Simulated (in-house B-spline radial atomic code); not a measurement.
## Two electrons outside the [Ne] 3s2 3p6 core: Cu9+

Computed with a B-spline radial code for spherical atoms: configuration interaction (CI) of the two valence electrons in the field of the frozen Dirac-Fock core, alone and with many-body perturbation theory for the core (screened one- and two-electron correlation potentials), Breit and QED terms; no-pair Dirac Hamiltonian, finite nucleus. Labels give the configuration (outer n counted up each series) and the leading LS term, or the jj pair where no LS term holds 70 %.

Excitation energies (cm⁻¹):

```json
{"level": "3d2 3F2", "purity of the LS term": "0.991", "CI alone": "0", "CI + MBPT + Breit + QED": "0", "Landé g of the LS mixture": "0.67"}
{"level": "3d2 3F3", "purity of the LS term": "1.0", "CI alone": "?", "CI + MBPT + Breit + QED": "?", "Landé g of the LS mixture": "?"}
{"level": "3d2 3F4", "purity of the LS term": "0.998", "CI alone": "5497", "CI + MBPT + Breit + QED": "5309", "Landé g of the LS mixture": "1.25"}
{"level": "3d2 1D2", "purity of the LS term": "0.846", "CI alone": "26016", "CI + MBPT + Breit + QED": "24664", "Landé g of the LS mixture": "1.07"}
{"level": "3d2 3P0", "purity of the LS term": "0.997", "CI alone": "29938", "CI + MBPT + Breit + QED": "27644", "Landé g of the LS mixture": "-"}
{"level": "3d2 3P1", "purity of the LS term": "1.0", "CI alone": "?", "CI + MBPT + Breit + QED": "?", "Landé g of the LS mixture": "?"}
{"level": "3d2 3P2", "purity of the LS term": "0.854", "CI alone": "33141", "CI + MBPT + Breit + QED": "30833", "Landé g of the LS mixture": "1.43"}
{"level": "3d2 1G4", "purity of the LS term": "0.998", "CI alone": "41287", "CI + MBPT + Breit + QED": "39489", "Landé g of the LS mixture": "1.00"}
{"level": "3d2 1S0", "purity of the LS term": "0.997", "CI alone": "92367", "CI + MBPT + Breit + QED": "92767", "Landé g of the LS mixture": "-"}
```

Q: Where does 3d2 3F3 lie?

A: 2504 cm⁻¹ in CI alone and 2445 cm⁻¹ with all corrections; g = 1.08.

Q: Where does 3d2 3P1 lie?

A: 30899 cm⁻¹ in CI alone and 28597 cm⁻¹ with all corrections; g = 1.50.

Q: What is the first ionisation energy?

A: 232.27 eV to the 3d3/2 state of the next ion (227.84 eV from CI alone). NIST lists 232.2 ± 0.5 eV (semi-empirical).
